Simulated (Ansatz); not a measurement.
```yaml
crystal:
  periodic: [false, false, false]
  atoms:
    - {symbol: Ta, position_ang: [-0.021705, 0.022671, 0.005830]}
    - {symbol: Se, position_ang: [-0.073707, -0.026415, 2.218215]}
    - {symbol: Cl, position_ang: [2.172030, -0.003078, -0.804779]}
    - {symbol: Cl, position_ang: [-1.128626, 1.908978, -0.693204]}
    - {symbol: Cl, position_ang: [-1.069972, -1.859242, -0.722675]}
basis:
  gaussian: {orbitals: def2-SVP}
magnetization: {spin_polarized: true, initial_magnetization: 2}
hamiltonian: {xc: {name: CAM-B3LYP}}
scf: {omitted_lower_state_checks: [starts]}
output: {forces: true}
```

```sh
$ ansatz run in.yaml --threads 4 --pin off --events-out ev --progress --plain --max-ram 3916MiB
```

Output, abridged:

```
Functional definition: CAM-B3LYP
1098 factors; integrals over basis functions are off by at most 7.1e-4 eV
315 factors; integrals over basis functions are off by at most 5.1e-6 eV
mean field evaluation 1: about -104455.0138 eV, gradient 1.3e1 eV
mean field evaluation 2: about -104454.5251 eV, gradient 1.7e1 eV
mean field evaluation 4: about -104456.0308 eV, gradient 1.0e0 eV
mean field evaluation 8: about -104456.1242 eV, gradient 1.1e-1 eV
mean field evaluation 16: about -104456.1254 eV, gradient 1.7e-2 eV
mean field evaluation 32: about -104456.2246 eV, gradient 2.9e-2 eV
mean field evaluation 64: about -104456.2337 eV, gradient 8.7e-9 eV
mean field -104456.23373349 eV, -3838.6957867276 hartree, gradient 3.3e-8 eV, S^2 2.004553; 0 other end points of the search recorded, 0 dependent functions left out
reference -104456.23387106 eV, -3838.6957917831 hartree; 50, 48 occupied and 68, 70 virtual orbitals, 1098 factors
Total energy: -104456.23387106 eV, -3838.6957917831 hartree
Atom 0 at    -0.021705     0.022671     0.005830 Å, force     1.048125     0.227554    -7.132648 eV/Å
Atom 1 at    -0.073707    -0.026415     2.218215 Å, force    -0.199219    -0.131750     6.868415 eV/Å
Atom 2 at     2.172030    -0.003078    -0.804779 Å, force    -0.327448    -0.006939     0.257153 eV/Å
Atom 3 at    -1.128626     1.908978    -0.693204 Å, force    -0.249247     0.416838     0.039343 eV/Å
Atom 4 at    -1.069972    -1.859242    -0.722675 Å, force    -0.272212    -0.505703    -0.032264 eV/Å
Dipole moment:    -0.038496    -0.072789     0.333278 e Å
Checks for a lower state left out: starts
```

Hardware: 4 threads of Arm Neoverse V2 on a shared host. Wall time 47 s, peak host memory 0.7 GiB.

In the def2 sets Ta takes a core potential; there is no spin–orbit coupling.
